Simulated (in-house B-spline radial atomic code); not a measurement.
Relativistic effects in Nb VIII (Nb7+), [Ar] 3d10 4s2 4p4: non-relativistic Hartree-Fock (point nucleus) against Dirac-Hartree-Fock (Fermi nucleus of rms radius 4.324 fm), both averages of the configuration, computed with a radial B-spline atomic code at the basis-set limit.

```json
{"orbital": "1s1/2", "ε NR (Eh)": "-689.56", "ε Dirac (Eh)": "?", "<r> NR (bohr)": "0.03719", "<r> Dirac (bohr)": "?", "change of <r> (%)": "?"}
{"orbital": "2s1/2", "ε NR (Eh)": "-101.07", "ε Dirac (Eh)": "-104.94", "<r> NR (bohr)": "0.1625", "<r> Dirac (bohr)": "0.1573", "change of <r> (%)": "-3.2"}
{"orbital": "2p1/2", "ε NR (Eh)": "-92.917", "ε Dirac (Eh)": "-96.308", "<r> NR (bohr)": "0.1398", "<r> Dirac (bohr)": "0.1347", "change of <r> (%)": "-3.7"}
{"orbital": "2p3/2", "ε NR (Eh)": "-92.917", "ε Dirac (Eh)": "-92.764", "<r> NR (bohr)": "0.1398", "<r> Dirac (bohr)": "0.1391", "change of <r> (%)": "-0.5"}
{"orbital": "3s1/2", "ε NR (Eh)": "-21.248", "ε Dirac (Eh)": "-21.983", "<r> NR (bohr)": "0.4506", "<r> Dirac (bohr)": "0.4392", "change of <r> (%)": "-2.5"}
{"orbital": "3p1/2", "ε NR (Eh)": "-18.076", "ε Dirac (Eh)": "-18.669", "<r> NR (bohr)": "0.4476", "<r> Dirac (bohr)": "0.436", "change of <r> (%)": "-2.6"}
{"orbital": "3p3/2", "ε NR (Eh)": "-18.076", "ε Dirac (Eh)": "-18.071", "<r> NR (bohr)": "0.4476", "<r> Dirac (bohr)": "0.4458", "change of <r> (%)": "-0.4"}
{"orbital": "3d3/2", "ε NR (Eh)": "-12.33", "ε Dirac (Eh)": "-12.266", "<r> NR (bohr)": "0.4286", "<r> Dirac (bohr)": "0.4274", "change of <r> (%)": "-0.3"}
{"orbital": "3d5/2", "ε NR (Eh)": "-12.33", "ε Dirac (Eh)": "-12.156", "<r> NR (bohr)": "0.4286", "<r> Dirac (bohr)": "0.4307", "change of <r> (%)": "+0.5"}
{"orbital": "4s1/2", "ε NR (Eh)": "-6.0504", "ε Dirac (Eh)": "-6.1806", "<r> NR (bohr)": "1.116", "<r> Dirac (bohr)": "1.095", "change of <r> (%)": "-1.9"}
{"orbital": "4p1/2", "ε NR (Eh)": "-5.074", "ε Dirac (Eh)": "-5.1669", "<r> NR (bohr)": "1.187", "<r> Dirac (bohr)": "1.165", "change of <r> (%)": "-1.8"}
{"orbital": "4p3/2", "ε NR (Eh)": "-5.074", "ε Dirac (Eh)": "?", "<r> NR (bohr)": "1.187", "<r> Dirac (bohr)": "?", "change of <r> (%)": "?"}
```

**Question.** What happens to 4p3/2?

**Answer.** Its energy goes to -5.0684 hartree and <r> to 1.185 bohr (-0.16 %).

**Question.** What happens to 1s1/2?

**Answer.** Its energy goes to -706.01 hartree and <r> to 0.03608 bohr (-2.99 %).

**Question.** What explains the pattern of contraction and expansion?

**Answer.** Expansion is seen in 3d5/2. The s and p1/2 orbitals contract directly, screen the nucleus better, and so push out orbitals that have little density near the nucleus; spin-orbit coupling adds to this for j = l + 1/2 and opposes it for j = l - 1/2.

**Question.** By how much does the total energy change?

**Answer.** By -64.669 hartree, from -3740.697 to -3805.367.
